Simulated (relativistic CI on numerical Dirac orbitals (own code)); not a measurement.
## Electric-dipole lines of Er39+

Calculated at this level of theory: Dirac-Coulomb-Breit CI, orbitals from a KLI potential per configuration, model QED (radiative potential, 1s self-energy scaled to tabulated hydrogen-like ionisation energies), unscaled Slater integrals (own radial code, finite nucleus).

CI space (outside the closed core [Ar]): 3d10.4s, 3d10.4p, 3d10.4d, 3d10.4f, 3d10.5s, 3d10.5p, 3d10.5d, 3d10.5f, 3d10.5g, 3d9.4p2, 3d10.6s, 3d10.6p, 3d10.6d, 3d8.4s.4p2, 3d9.4s2, 3d9.4p.4d. Levels of other configurations are missing.

```
λ vac (Å)                 Lower                     Upper   A (s⁻¹)  log gf  S velocity/length
   18.460    3d10.4d 2D_3/2 [4]      3d10.5f 2F°_5/2 [13]  5.88e+12    0.26               0.99
   18.790    3d10.4d 2D_5/2 [5]      3d10.5f 2F°_7/2 [14]  6.40e+12    0.43               0.99
   22.563   3d10.4f 2F°_5/2 [6]       3d10.5g 2G_7/2 [15]  1.20e+13    0.86               0.99
   22.660   3d10.4f 2F°_7/2 [7]       3d10.5g 2G_9/2 [16]  1.24e+13    0.98               0.99
   62.739   3d9.4p2 2D_5/2 [24]    3d9.4p.4d 2F°_7/2 [58]  6.68e+11    0.50               0.98
   63.408   3d10.4p 2P°_1/2 [2]        3d10.4d 2D_3/2 [4]  5.09e+11    0.09               1.01
   63.481   3d9.4p2 2G_7/2 [37]   3d9.4p.4d 2H°_9/2 [128]  6.40e+11    0.59               0.91
   63.664   3d9.4p2 2G_9/2 [29]   3d9.4p.4d 4G°_11/2 [90]  6.46e+11    0.67               0.91
   80.502    3d10.4d 2D_3/2 [4]       3d10.4f 2F°_5/2 [6]  2.37e+11    0.14               1.01
   81.747   3d9.4p2 2F_7/2 [49]   3d9.4p.4d 2H°_9/2 [142]  4.83e+11    0.68               0.90
   81.841   3d9.4p2 4F_9/2 [41]  3d9.4p.4d 2H°_11/2 [112]  4.80e+11    0.76               0.90
   83.796    3d10.4s 2S_1/2 [1]       3d10.4p 2P°_3/2 [3]  2.31e+11   -0.01               0.99
   85.742   3d10.4p 2P°_3/2 [3]        3d10.4d 2D_5/2 [5]  2.57e+11    0.23               1.01
   86.422    3d10.4d 2D_5/2 [5]       3d10.4f 2F°_7/2 [7]  2.06e+11    0.27               1.01
   134.58   3d10.5p 2P°_1/2 [9]       3d10.5d 2D_3/2 [11]  1.55e+11    0.23               1.00
   176.56    3d10.5s 2S_1/2 [8]      3d10.5p 2P°_3/2 [10]  6.84e+10    0.11               1.01
   180.73  3d10.5p 2P°_3/2 [10]       3d10.5d 2D_5/2 [12]  7.99e+10    0.37               1.00
   180.93   3d10.5d 2D_3/2 [11]      3d10.5f 2F°_5/2 [13]  7.34e+10    0.33               1.00
   194.29   3d10.5d 2D_5/2 [12]      3d10.5f 2F°_7/2 [14]  6.39e+10    0.46               1.00
   326.87  3d10.6p 2P°_3/2 [19]       3d10.6d 2D_5/2 [21]  3.07e+10    0.47               1.00
```

Terms are leading LS components. Brackets give the number of a level in order of energy, since labels repeat. The list gives strong lines, with weight on those to low levels, among the lowest 147 of 358 levels, so that lines to higher ones, which can be the strongest, are missing. Levels whose partners in the same complex of configurations lie outside the list can be far off, and so can their lines. Rates are taken at the computed energies, electric ones in the length gauge. A velocity-to-length ratio far from 1 marks an uncertain rate.

At this charge energies of transitions that change n are usually good to better than 1 %, and those within a shell (Δn = 0) to a few per cent.

LS names give the leading component of a level, which can be under half, so a name can repeat, a term be missing and a line seem to break the LS rules.
